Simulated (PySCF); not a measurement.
These are PySCF with PBE-D3(BJ)/def2-TZVP // PBE-D3(BJ)/def2-SVP values and carry that method's errors. All species are isolated molecules in the gas phase. 

Reference species: [Ti(F)3(Cl)] (neutral, multiplicity 1).

The LUMO is -4.30 eV. The coordination number comes out as 4 and the HOMO is -8.72 eV.

Changed species: [Ti(F)4] (Y = F; the reference has Y = Cl).

Task: What does the change do to the LUMO, coordination number and HOMO?

Result: the LUMO increases by 0.20 eV, to -4.10 eV; the coordination number stays essentially unchanged; the HOMO falls by 1.71 eV, to -10.43 eV.
